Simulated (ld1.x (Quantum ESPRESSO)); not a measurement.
# Which setting gave this result? (gold, TM)

Base potential:

```
Element                 : gold (Au)
Generator               : ld1.x (Quantum ESPRESSO) 7.5
Type                    : norm-conserving Troullier–Martins (Kleinman–Bylander form)
Functional              : PBE
Relativity              : fully relativistic
Frozen core             : [Xe] 4f14
Valence charge          : 11
Reference configuration : 5d10 6s0.75 6p0.25
Partial waves           : 6p (bound): rc 2.85 bohr; 5d (bound): rc 1.60 bohr; 6s (bound): rc 1.65 bohr
Local potential         : the s channel
Core correction         : a·sin(br)/r model core inside 1.00 bohr
```

Open shells are filled in proportion to 2j + 1 (rel_dist='average').

Cutoffs, loose and tight: the cutoffs (Ry, on a coarse ladder) from which the occupation-weighted sum of valence levels, in a spherical-Bessel basis at the reference potential, stays within 10 and 1 mRy of its value at 400 Ry. They do not see the model core or the augmentation charge, which bear on the density cutoff. Test errors are all-electron minus pseudo excitation energies from the reference, over the configurations 5d10 6s1 6p0; 5d10 6s0 6p0; 5d9 6s0 6p0; 5d8 6s0 6p0; 5d7 6s0 6p0; 5d10 6s0 6p1; 5d9 6s1 6p1; variants that change the core or the reference have their own tests.

Only the s radius is moved (3 further runs of the sweep failed or gave no value and are left out):

```
s radius (bohr)  cutoff, loose  cutoff, tight  bound ghosts  largest test error (meV)  median size of the test errors
           1.54          50 Ry         100 Ry          p1/2                      -850                        20.4 meV
           1.88          45 Ry          70 Ry          none                      -971                        63.6 meV
           1.96          45 Ry          70 Ry          none                      -998                        66.4 meV
           2.14          45 Ry          70 Ry          none                     -1016                        68.6 meV
            2.3          45 Ry          70 Ry          none                     -1017                        68.8 meV
           2.46          45 Ry          70 Ry          none                     -1021                        68.9 meV
```

Q: One more run gave cutoff, loose: 45 Ry; cutoff, tight: 80 Ry; bound ghosts: none; largest test error (meV): -900; median size of the test errors: 53.7 meV. Which value of the s radius was used?

A: 1.68 bohr. The median size of the test errors moves one way along this sweep, from 20.4 meV at 1.54 to 68.9 meV at 2.46 bohr, which places the run between 1.54 and 1.88 bohr.
